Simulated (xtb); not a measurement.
Input for xtb: GFN1-xTB on RbMn, 2S+1 = 7, a spin state set in the input, which need not be the lowest, a point of a bond scan (R = 4.399 Å).

```
$ xtb mol.xyz --gfn 1 --sp --chrg 0 --uhf 6
2

Mn     0.00000000     0.00000000     0.00000000
Rb     0.00000000     0.00000000     4.39886300
```

Program output:

```
[...]
           -------------------------------------------------
          |                Calculation Setup                |
           -------------------------------------------------



molecular fragmentation (1/2 indicates fragments):
12
# atoms in fragment 1/2:     1     1
 fragment masses (1/2) :       54.94       85.47
CMA distance (Bohr)    :   8.313
constraining FC (au)   :  0.0500

           -------------------------------------------------
          |                 G F N 1 - x T B                 |
           -------------------------------------------------

        Reference                      10.1021/acs.jctc.7b00118
      * Hamiltonian:
        H0-scaling (s, p, d)           1.850000    2.250000    2.000000
        zeta-weighting                 0.000000
      * Dispersion:
        s8                             2.400000
        a1                             0.630000
        a2                             5.000000
        s9                             0.000000
      * Repulsion:
        kExp                           1.500000
        rExp                           1.000000
      * Coulomb:
        alpha                          2.000000
        third order                    atomic
        anisotropic                    false
      * Halogen bond correction:
        rad-scale                      1.300000
        damping                        0.440000


          ...................................................
          :                      SETUP                      :
          :.................................................:
          :  # basis functions                  14          :
          :  # atomic orbitals                  13          :
          :  # shells                            5          :
          :  # electrons                         8          :
          :  # halogen bonds                     0          :
          :  max. iterations                   250          :
          :  Hamiltonian                  GFN1-xTB          :
          :  restarted?                      false          :
          :  GBSA solvation                  false          :
          :  PC potential                    false          :
          :  electronic temp.          300.0000000     K    :
          :  accuracy                    1.0000000          :
          :  -> integral cutoff          0.2500000E+02      :
          :  -> integral neglect         0.1000000E-07      :
          :  -> SCF convergence          0.1000000E-05 Eh   :
          :  -> wf. convergence          0.2000000E-04 e    :
          :  Broyden damping             0.4000000          :
          :  net charge                          0          :
          :  unpaired electrons                  6          :
          ...................................................

 iter      E             dE          RMSdq      gap      omega  full diag
   1      8.4431649  0.844316E+01  0.482E+01    0.99       0.0  T
   2     -1.7539547 -0.101971E+02  0.234E+01    0.03       1.0  T
   3     -1.7980676 -0.441129E-01  0.169E+01    0.02       1.0  T
   4      8.8565617  0.106546E+02  0.506E+01    5.27       1.0  T
   5     -1.9287708 -0.107853E+02  0.123E+01    0.27       1.0  T
   6     -1.8844099  0.443609E-01  0.129E+01    0.17       1.0  T
   7     -2.1722074 -0.287797E+00  0.980E+00    0.81       1.0  T
   8     -2.3547377 -0.182530E+00  0.112E+01    1.09       1.0  T
   9     -2.3507759  0.396179E-02  0.112E+01    1.05       1.0  T
  10     -2.3681482 -0.173723E-01  0.111E+01    1.39       1.0  T
  11     -2.0882971  0.279851E+00  0.123E+01    1.38       1.0  T
  12     -2.3629780 -0.274681E+00  0.121E+01    1.27       1.0  T
  13     -2.3600459  0.293213E-02  0.112E+01    1.17       1.0  T
  14      1.2854785  0.364552E+01  0.254E+01    0.01       1.0  T
  15     -1.7930147 -0.307849E+01  0.171E+01    0.01       1.0  T
  16     -2.1155116 -0.322497E+00  0.955E+00    0.70       1.0  T
  17     -2.0279865  0.875251E-01  0.124E+01    1.34       1.0  T
  18     -2.3444459 -0.316459E+00  0.112E+01    1.01       1.0  T
  19     -2.1559045  0.188541E+00  0.107E+01    1.36       1.0  T
  20     -2.3672366 -0.211332E+00  0.105E+01    1.36       1.0  T
  21     -1.9475907  0.419646E+00  0.129E+01    1.02       1.0  T
  22     -2.0020667 -0.544760E-01  0.128E+01    1.32       1.0  T
  23     -2.3661470 -0.364080E+00  0.110E+01    1.34       1.0  T
  24     -2.0044145  0.361732E+00  0.123E+01    1.31       1.0  T
  25     -2.0630138 -0.585994E-01  0.120E+01    1.37       1.0  T
  26     -2.3544685 -0.291455E+00  0.105E+01    1.07       1.0  T
  27     -2.0074398  0.347029E+00  0.122E+01    1.31       1.0  T
  28     -2.3698005 -0.362361E+00  0.106E+01    1.38       1.0  T
  29     -1.9987806  0.371020E+00  0.126E+01    1.31       1.0  T
  30     -2.3741234 -0.375343E+00  0.107E+01    1.38       1.0  T
  31     -2.0013928  0.372731E+00  0.127E+01    1.31       1.0  T
  32     -2.1174074 -0.116015E+00  0.117E+01    1
[...]
   1.0  T
 170     -2.3678098 -0.168360E-01  0.256E+00    0.70       1.0  T
 171     -2.3580675  0.974227E-02  0.290E+00    0.69       1.0  T
 172     -2.3719855 -0.139180E-01  0.236E+00    0.70       1.0  T
 173     -2.3656880  0.629754E-02  0.260E+00    0.69       1.0  T
 174     -2.3766462 -0.109583E-01  0.213E+00    0.70       1.0  T
 175     -2.3732466  0.339963E-02  0.225E+00    0.69       1.0  T
 176     -2.3814384 -0.819179E-02  0.184E+00    0.70       1.0  T
 177     -2.3801021  0.133628E-02  0.188E+00    0.69       1.0  T
 178     -2.3858972 -0.579511E-02  0.154E+00    0.70       1.0  T
 179     -2.3857446  0.152641E-03  0.151E+00    0.69       1.0  T
 180     -2.3895981 -0.385357E-02  0.122E+00    0.70       1.0  T
 181     -2.3899293 -0.331175E-03  0.116E+00    0.69       1.0  T
 182     -2.3923121 -0.238274E-02  0.922E-01    0.70       1.0  T
 183     -2.3927084 -0.396368E-03  0.850E-01    0.69       1.0  T
 184     -2.3940625 -0.135411E-02  0.661E-01    0.70       1.0  T
 185     -2.3943548 -0.292245E-03  0.593E-01    0.70       1.0  T
 186     -2.3950563 -0.701552E-03  0.450E-01    0.70       1.0  T
 187     -2.3952248 -0.168483E-03  0.394E-01    0.70       1.0  T
 188     -2.3955553 -0.330441E-03  0.292E-01    0.70       1.0  T
 189     -2.3956365 -0.812052E-04  0.250E-01    0.70       1.0  T
 190     -2.3957782 -0.141750E-03  0.180E-01    0.70       1.0  T
 191     -2.3958119 -0.336403E-04  0.152E-01    0.70       1.0  T
 192     -2.3958675 -0.556236E-04  0.106E-01    0.70       1.0  T
 193     -2.3958796 -0.121066E-04  0.882E-02    0.70       1.0  T
 194     -2.3958997 -0.200798E-04  0.592E-02    0.70       1.2  T
 195     -2.3959035 -0.386283E-05  0.490E-02    0.70       1.4  T
 196     -2.3959103 -0.680419E-05  0.310E-02    0.70       2.3  T
 197     -2.3959116 -0.122227E-05  0.247E-02    0.70       2.9  T
 198     -2.3959136 -0.208328E-05  0.129E-02    0.70       5.5  T
 199     -2.3959140 -0.330579E-06  0.858E-03    0.70       8.2  T
 200     -2.3959143 -0.339960E-06  0.147E-03    0.70      48.2  T
 201     -2.3959143  0.348405E-08  0.124E-03    0.70      57.1  T
 202     -2.3959143 -0.690172E-08  0.535E-04    0.70     132.3  T
 203     -2.3959143 -0.161377E-08  0.175E-05    0.70    4049.4  T
 204     -2.3959143 -0.105826E-11  0.859E-06    0.70    8227.3  T

   *** convergence criteria satisfied after 204 iterations ***

         #    Occupation            Energy/Eh            Energy/eV
      -------------------------------------------------------------
         1        1.5685           -0.3439603              -9.3596
         2        1.0956           -0.3415636              -9.2944
         3        1.0956           -0.3415636              -9.2944
         4        1.0921           -0.3415250              -9.2934
         5        1.0921           -0.3415250              -9.2934
         6        1.0560           -0.3410155              -9.2795
         7        1.0000           -0.2795074              -7.6058 (HOMO)
         8        0.0000           -0.2539330              -6.9099 (LUMO)
         9                         -0.2495512              -6.7906
        10                         -0.2495512              -6.7906
        11                         -0.1510763              -4.1110
        12                         -0.1510763              -4.1110
        13                          0.0581617               1.5827
      -------------------------------------------------------------
                  HL-Gap            0.0255744 Eh            0.6959 eV
             Fermi-level           -0.3052140 Eh           -8.3053 eV

 SCC (total)                   0 d,  0 h,  0 min,  0.063 sec
 SCC setup                      ...        0 min,  0.000 sec (  0.094%)
 Dispersion                     ...        0 min,  0.000 sec (  0.037%)
 classical contributions        ...        0 min,  0.000 sec (  0.017%)
 integral evaluation            ...        0 min,  0.000 sec (  0.444%)
 iterations                     ...        0 min,  0.062 sec ( 98.991%)
 molecular gradient             ...        0 min,  0.000 sec (  0.318%)
 printout                       ...        0 min,  0.000 sec (  0.090%)

         :::::::::::::::::::::::::::::::::::::::::::::::::::::
         ::                     SUMMARY                     ::
         :::::::::::::::::::::::::::::::::::::::::::::::::::::
         :: total energy              -2.397081042610 Eh    ::
         :: gradient norm              0.015812409529 Eh/a0 ::
         :: HOMO-LUMO gap              0.695914499374 eV    ::
         ::.................................................::
         :: SCC energy                -2.395914317384 Eh    ::
         :: -> electrostatic           0.018698638026 Eh    ::
         :: repulsion energy           0.000001729429 Eh    ::
         :: dispersion energy         -0.001168454656 Eh    ::
         :: halogen bond corr.         0.000000000000 Eh    ::
         :: add. restraining           0.000000000000 Eh    ::
         :: total charge              -0.000000000016 e     ::
         :::::::::::::::::::::::::::::::::::::::::::::::::::::

           -------------------------------------------------
          |                Property Printout                |
           -------------------------------------------------

    * Orbital Energies and Occupations

         #    Occupation            Energy/Eh            Energy/eV
      -------------------------------------------------------------
         1        1.5685           -0.3439603              -9.3596
         2        1.0956           -0.3415636              -9.2944
         3        1.0956           -0.3415636              -9.2944
         4        1.0921           -0.3415250              -9.2934
         5        1.0921           -0.3415250              -9.2934
         6        1.0560           -0.3410155              -9.2795
         7        1.0000           -0.2795074              -7.6058 (HOMO)
         8        0.0000           -0.2539330              -6.9099 (LUMO)
         9                         -0.2495512              -6.7906
        10                         -0.2495512              -6.7906
        11                         -0.1510763              -4.1110
Note: The following floating-point exceptions are signalling: IEEE_UNDERFLOW_FLAG IEEE_DENORMAL
normal termination of xtb
        12                         -0.1510763              -4.1110
        13                          0.0581617               1.5827
      -------------------------------------------------------------
                  HL-Gap            0.0255744 Eh            0.6959 eV
             Fermi-level           -0.3052140 Eh           -8.3053 eV

  Mulliken/CM5 charges         n(s)   n(p)   n(d)
     1Mn    0.29059  0.28973   0.971  0.213  5.526
     2Rb   -0.29059 -0.28973   1.016  0.275  0.000

Wiberg/Mayer (AO) data.
largest (>0.10) Wiberg bond orders for each atom

 ---------------------------------------------------------------------------
     #   Z sym  total        # sym  WBO       # sym  WBO       # sym  WBO
 ---------------------------------------------------------------------------
     1  25 Mn   0.763 --     2 Rb   0.763
     2  37 Rb   0.763 --     1 Mn   0.763
 ---------------------------------------------------------------------------

Topologies differ in total number of bonds
Writing topology from bond orders to xtbtopo.mol

 dipole moment from electron density (au)
     X       Y       Z
   0.0000   0.0000  -2.2306  total (Debye):    5.670


           -------------------------------------------------
          | TOTAL ENERGY               -2.397081042610 Eh   |
          | GRADIENT NORM               0.015812409529 Eh/α |
          | HOMO-LUMO GAP               0.695914499374 eV   |
           -------------------------------------------------

------------------------------------------------------------------------
------------------------------------------------------------------------
 total:
 SCF:
```

The run finished.

Cost: about 0.08 core-seconds (a rough figure).
